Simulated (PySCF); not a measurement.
Diatomics of K with the third period

CCSD(T) with double-zeta basis sets in PySCF, for the lowest determinant that a PBE0 search found; no spin–orbit coupling. De refers to high-spin ground-configuration atoms.

| M | basis | reference, frozen orbitals | state (unpaired electrons) | Re (Å) | ωe (cm⁻¹) | De (eV) |
| --- | --- | --- | --- | --- | --- | --- |
| Na | def2-SVPD | RHF, 6 | singlet (closed shell) | 3.649 | 116 | 0.62 |
| Mg | def2-SVPD | ROHF, 6 | doublet (σ ↑) | 4.217 | 56.5 | 0.09 |
| Al | pcseg-1 | UHF, 10 | triplet (σ ↑, π ↑) | 3.428 | 147 | 0.43 |
| Si | x2c-SVPall | UHF, 10 | quartet (σ ↑, π ↑↑) | 3.099 | 201 | 1.26 |
| P | aug-pcseg-1 | UHF, 10 | triplet (π ↑↑) | 3.133 | 193 | 0.97 |
| S | x2c-SVPall | UHF, 10 | doublet (π ↑) | 2.862 | 250 | 1.91 |
| Cl | def2-SVP | RHF, 10 | singlet (closed shell) | 2.688 | 292 | 3.63 |

The shortest bond is that of KCl (2.688 Å), the longest that of KMg (4.217 Å). KCl is bound most strongly (3.63 eV) and KMg least (0.09 eV).

The rows differ in basis set, which adds steps of its own.

The state changes along the series, so neighbouring rows are not always alike in their bonding.

Correlated steps freeze the inner cores (6 to 10 orbitals); shallow outer-core shells are correlated. UHF and ROHF references stand side by side, which adds small steps between rows. Weak bonds: KAl, KMg. Basis-set superposition, not corrected here, can be much of De in a small basis, most of all at correlated wavefunction levels. Where the molecule has an RHF reference, its open-shell atoms are computed with UHF. States were picked by a PBE0 search and need not be the measured ground states.
